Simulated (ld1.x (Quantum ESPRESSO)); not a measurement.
**Reading a pseudo-wave (argon (Ar))**

Columns: radius, all-electron u(r) and pseudo u(r) of the 3s shell (level -50.19 eV) of argon in the configuration [Ne] 3s2 3p4; LDA (PZ), non-relativistic, TM semilocal scheme, ld1.x (Quantum ESPRESSO) 7.5.

```tsv
r (bohr)	all-electron	pseudo
0.052	0.2624	0.0658
0.104	0.0561	0.1280
0.156	-0.2092	0.1834
0.208	-0.3987	0.2293
0.260	-0.4853	0.2647
0.312	-0.4809	0.2900
0.364	-0.4082	0.3079
0.416	-0.2906	0.3223
0.468	-0.1472	0.3380
0.520	0.0069	0.3601
0.572	0.1609	0.3931
0.624	0.3074	0.4405
0.676	0.4414	0.5042
0.728	0.5603	0.5820
0.780	0.6627	0.6671
0.832	0.7484	0.7487
0.884	0.8179	0.8179
0.936	0.8721	0.8721
0.988	0.9120	0.9120
1.040	0.9391	0.9391
1.092	0.9549	0.9549
1.144	0.9608	0.9608
1.196	0.9580	0.9580
1.248	0.9480	0.9480
1.300	0.9319	0.9319
1.352	0.9108	0.9108
```

Q: How many radial nodes do the two functions have?

A: The all-electron 3s function has n − l − 1 = 2; the pseudo-wave has 0, since the states of the same l below it are removed with the core.

Q: At about which radius was the pseudo-wave matched?

A: 0.90 bohr. The columns agree to 0.0005 from 0.83 bohr on; several derivatives are matched, so the curves merge somewhat inside the radius.

Q: Is the pseudo-wave norm-conserving?

A: Yes: the TM semilocal scheme keeps the norm inside the radius equal to the all-electron one, which fixes the energy derivative of the logarithmic derivative at the level.
